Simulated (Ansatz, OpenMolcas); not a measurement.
**CHBrClF (bromochlorofluoromethane): the vertical energy of the triplet above the singlet from total energies**

CHBrClF: 5 atoms, total charge 0, spin state singlet. SMILES: `FC(Cl)Br`. The shape is that of a PBE0-D4/def2-TZVP optimisation.

Both states at this one shape; open shells run unrestricted unless said. 1 Eh = 27.2114 eV.

```
            level     program  singlet CHBrClF (Eh)  triplet CHBrClF (Eh)
  M06-L/def2-SVPD  OpenMolcas          -3172.232620          -3172.036695
wB97M-V/def2-SVPD      Ansatz          -3172.147244          -3171.941109
```

Problem. Work out the vertical gap, second state less first, at each level.

Solution. 
1. M06-L/def2-SVPD: -3172.036695 − (-3172.232620) = 0.195925 Eh = 5.33 eV.
2. wB97M-V/def2-SVPD: -3171.941109 − (-3172.147244) = 0.206135 Eh = 5.61 eV.

No measured value is set beside it here; the levels span 5.33 to 5.61 eV. Spin-orbit coupling, which splits open shells on such heavy atoms by tenths of an eV, is left out. All-electron rows are non-relativistic unless named.
